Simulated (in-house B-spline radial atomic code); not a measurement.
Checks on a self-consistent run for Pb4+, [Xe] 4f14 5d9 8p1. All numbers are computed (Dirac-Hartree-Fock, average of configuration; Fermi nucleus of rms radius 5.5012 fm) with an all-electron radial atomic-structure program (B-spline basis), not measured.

```json
{"orbital": "1s1/2", "q": "2", "ε (Eh)": "-3257.94206", "<1/r>": "101.241", "<r²>": "0.000357425", "small-component weight": "0.097815"}
{"orbital": "2s1/2", "q": "2", "ε (Eh)": "-589.92930", "<1/r>": "25.0503", "<r²>": "0.00536142", "small-component weight": "0.022585"}
{"orbital": "2p1/2", "q": "2", "ε (Eh)": "-565.53500", "<1/r>": "24.9604", "<r²>": "0.00378479", "small-component weight": "0.022635"}
{"orbital": "2p3/2", "q": "4", "ε (Eh)": "-484.94661", "<1/r>": "19.9547", "<r²>": "0.00496281", "small-component weight": "0.019924"}
{"orbital": "3s1/2", "q": "2", "ε (Eh)": "-145.79105", "<1/r>": "9.19895", "<r²>": "0.0346626", "small-component weight": "0.0076171"}
{"orbital": "3p1/2", "q": "2", "ε (Eh)": "-134.84341", "<1/r>": "9.09654", "<r²>": "0.0315825", "small-component weight": "0.0075479"}
{"orbital": "3p3/2", "q": "4", "ε (Eh)": "-116.63286", "<1/r>": "7.79342", "<r²>": "0.0378672", "small-component weight": "0.0067716"}
{"orbital": "3d3/2", "q": "4", "ε (Eh)": "-98.85104", "<1/r>": "7.67357", "<r²>": "0.0289791", "small-component weight": "0.0066273"}
{"orbital": "3d5/2", "q": "6", "ε (Eh)": "-95.01079", "<1/r>": "7.38291", "<r²>": "0.0306852", "small-component weight": "0.0064177"}
{"orbital": "4s1/2", "q": "2", "ε (Eh)": "-36.01446", "<1/r>": "3.8877", "<r²>": "0.166467", "small-component weight": "0.0025948"}
{"orbital": "4p1/2", "q": "2", "ε (Eh)": "-31.24361", "<1/r>": "3.7766", "<r²>": "0.16919", "small-component weight": "0.0024994"}
{"orbital": "4p3/2", "q": "4", "ε (Eh)": "-26.72808", "<1/r>": "3.34589", "<r²>": "0.198882", "small-component weight": "0.0022258"}
{"orbital": "4d3/2", "q": "4", "ε (Eh)": "-18.94965", "<1/r>": "3.14313", "<r²>": "0.207369", "small-component weight": "0.0020163"}
{"orbital": "4d5/2", "q": "6", "ε (Eh)": "-18.09704", "<1/r>": "3.04199", "<r²>": "0.217878", "small-component weight": "0.0019395"}
{"orbital": "5s1/2", "q": "2", "ε (Eh)": "-8.12853", "<1/r>": "1.58819", "<r²>": "0.831771", "small-component weight": "0.00066633"}
{"orbital": "5p1/2", "q": "2", "ε (Eh)": "-6.41730", "<1/r>": "1.47602", "<r²>": "0.945253", "small-component weight": "0.00059144"}
{"orbital": "5p3/2", "q": "4", "ε (Eh)": "-5.55792", "<1/r>": "1.32655", "<r²>": "1.11762", "small-component weight": "0.00050999"}
{"orbital": "4f5/2", "q": "6", "ε (Eh)": "-7.96373", "<1/r>": "2.70047", "<r²>": "0.239997", "small-component weight": "0.001574"}
{"orbital": "4f7/2", "q": "8", "ε (Eh)": "-7.77211", "<1/r>": "2.66186", "<r²>": "0.24645", "small-component weight": "0.0015425"}
{"orbital": "5d3/2", "q": "3.6", "ε (Eh)": "-3.07404", "<1/r>": "1.08519", "<r²>": "1.64032", "small-component weight": "0.00035677"}
{"orbital": "5d5/2", "q": "5.4", "ε (Eh)": "-2.96487", "<1/r>": "1.0484", "<r²>": "1.73955", "small-component weight": "0.00033627"}
{"orbital": "8p1/2", "q": "0.33333", "ε (Eh)": "-0.51881", "<1/r>": "0.187982", "<r²>": "56.4447", "small-component weight": "2.2756e-05"}
{"orbital": "8p3/2", "q": "0.66667", "ε (Eh)": "-0.49882", "<1/r>": "0.179804", "<r²>": "61.12", "small-component weight": "2.1167e-05"}
```

Electron-electron repulsion V_ee = 7533.8530 hartree.

What total energy follows from the eigenvalues?

The eigenvalues count the repulsion twice, so E = Σqε - V_ee = -13374.543 - 7533.853 = -20908.396 hartree; the run printed -20908.396.

Does the Dirac virial theorem hold?

For a point nucleus E = -2c²Σq·w, with w the small-component weight. Here Σq·w = 0.55645 and c = 137.0360, so the ratio E/(-2c²Σq·w) is 1.000447; the finite nucleus accounts for the departure from 1.

What diamagnetic shielding (Lamb formula) and susceptibility (Langevin formula) do the radii give?

σ = (α²/3)Σq<1/r> = 643.298/(3·137.036²) = 11419 ppm, and χ = -0.79199×10⁻⁶·Σq<r²> = -71.69×10⁻⁶ cm³/mol with Σq<r²> = 90.523 bohr². Both are non-relativistic formulas without the paramagnetism of open shells; for so heavy an element the full relativistic shielding is larger by tens of per cent.
